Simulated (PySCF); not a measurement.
A structure optimised at PBE-D3(BJ)/def2-SVP, used in a PySCF frequency run:

```xyz
12

Zr     0.0627    -1.1220     0.0000
O     -0.3917     0.7071     0.0000
C     -0.6608     2.0936     0.0000
C      0.6223     2.9118     0.0000
H     -1.2780     2.3282    -0.8956
H     -1.2780     2.3282     0.8956
H      1.2315     2.6902    -0.8990
H      0.3844     3.9947     0.0000
H      1.2315     2.6902     0.8990
H      1.0630    -1.3930     1.5609
H     -1.5622    -2.0539     0.0000
H      1.0630    -1.3930    -1.5609
```

**Question.** Write its SMILES, formula and point group.

**Answer.** CC[O][ZrH3], C2H8OZr, Cs

**Question.** What are its rotational constants (standard atomic weights)?

**Answer.** 15.760, 1.5226, 1.4536 GHz
